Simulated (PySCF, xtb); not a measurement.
HS2, SMILES S[S] (connectivity only; charge and spin as stated), charge -1, multiplicity 1.

GFN2-xTB run with xtb at its own geometry gives an orbital gap of 2.43 eV.

Geometry: B3LYP-D3(BJ)/def2-TZVPD. The multiplicity is an assumed one; other spin states were not compared. The isomer is the one that the SMILES or the coordinates give; other isomers of the formula were not compared.

Task: What does ωB97X/def2-TZVPD (PySCF) give? (An estimate is asked for; the answer gives what the named calculation found.)

Result: gap 6.87 eV (levels -2.16 and 4.71 eV).
